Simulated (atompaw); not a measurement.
**How hard is this Si PAW (atompaw) potential?**

```json
{
  "Element": "Si",
  "Generator": "atompaw 4.2.0.5",
  "Type": "PAW",
  "Functional": "PBE",
  "Relativity": "scalar-relativistic",
  "Frozen core": "[Ne]",
  "Valence charge": "4",
  "Reference configuration": "3s2 3p2",
  "Partial waves": "3s (bound): rc 2.15 bohr; 3s channel at -0.4 Ry: rc 1.90 bohr; 3p (bound): rc 2.15 bohr; 3p channel at 1.1 Ry: rc 2.15 bohr; 3d channel at 0.5 Ry: rc 2.15 bohr; 3d channel at 1.25 Ry: rc 2.15 bohr",
  "Local potential": "bessel scheme, radius 1.85 bohr",
  "Core correction": "smooth core density matched at 2.15 bohr",
  "Augmentation charge": "sinc compensation charge, radius 1.85 bohr; PAW radius 2.15 bohr; waves and projectors: modrrkj vanderbiltortho"
}
```

The pseudo-atom Hamiltonian at the reference potential is diagonalised in spherical Bessel functions j_l(qr) that vanish at 20 bohr, with q² up to the cutoff. All-electron valence levels (Ry): 3s -0.7947, 3p -0.3000.

Q: How do the lowest levels (Ry) of each channel move with the cutoff, and are there ghosts?

A:

| cutoff (Ry) | s #1 | p #1 | d #1 | d #2 | f #1 | f #2 | Σ f·Δε (mRy) |
| --- | --- | --- | --- | --- | --- | --- | --- |
| 8 | -0.7944 | -0.2996 | 0.0547 | 0.1316 | 0.1092 | 0.2332 | 1.4 |
| 10 | -0.7946 | -0.2999 | 0.0547 | 0.1313 | 0.1092 | 0.2332 | 0.3 |
| 12 | -0.7947 | -0.3000 | 0.0547 | 0.1312 | 0.1092 | 0.2332 | 0.1 |
| 15 | -0.7947 | -0.3000 | 0.0547 | 0.1312 | 0.1092 | 0.2332 | 0.0 |
| 400 | -0.7947 | -0.3000 | 0.0546 | 0.1310 | 0.1092 | 0.2332 | 0.0 |

Result: no extra level below or beside the all-electron valence levels (s, p, d, f tested); 10 mRy is reached at 6 Ry and 1 mRy at 10 Ry.
